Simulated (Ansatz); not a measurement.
Start from `C[SiH](C)[N]([GeH3])[SiH2]Cl` and change one atom or group to get `Cl[SiH2][NH][GeH3]`.

Ansatz, PBE0-D4/def2-TZVP geometries, multiplicity 1. Each molecule was computed in one conformer, which needn't be the lowest.

Scalar relativity is left out up to krypton.

```json
{"property": "HOMO energy (ωB97M-V/def2-TZVPP) / eV", "`C[SiH](C)[N]([GeH3])[SiH2]Cl`": "-9.79"}
{"property": "size of the dipole moment (PBE/def2-TZVPP) / D", "`C[SiH](C)[N]([GeH3])[SiH2]Cl`": "1.38"}
{"property": "HOMO energy (B3LYP/def2-TZVPP) / eV", "`C[SiH](C)[N]([GeH3])[SiH2]Cl`": "-7.33"}
{"property": "HOMO energy (PBE0/def2-TZVPP) / eV", "`C[SiH](C)[N]([GeH3])[SiH2]Cl`": "-7.56"}
{"property": "HOMO energy (PBE/def2-TZVPP) / eV", "`C[SiH](C)[N]([GeH3])[SiH2]Cl`": "-6.27"}
{"property": "LUMO energy (PBE0/def2-TZVPP) / eV", "`C[SiH](C)[N]([GeH3])[SiH2]Cl`": "0.07"}
```

Give the same properties after the change, and the shifts. (Best estimate.)

Computed: 
```
                                      property  `Cl[SiH2][NH][GeH3]`  shift
         HOMO energy (ωB97M-V/def2-TZVPP) / eV                -10.09  -0.30
size of the dipole moment (PBE/def2-TZVPP) / D                  2.07   0.69
           HOMO energy (B3LYP/def2-TZVPP) / eV                 -7.56  -0.23
            HOMO energy (PBE0/def2-TZVPP) / eV                 -7.81  -0.25
             HOMO energy (PBE/def2-TZVPP) / eV                 -6.46  -0.19
            LUMO energy (PBE0/def2-TZVPP) / eV                 -0.02  -0.09
```

With PBE0 the HOMO falls by 0.25 eV and the LUMO falls by 0.09 eV, so the gap widens by about 0.16 eV. PBE moves the HOMO by -0.19 eV and ωB97M-V by -0.30 eV. Dipoles are sizes alone; their direction can turn.

B3LYP here is the variant with VWN-RPA as its local correlation; programs differ in this.
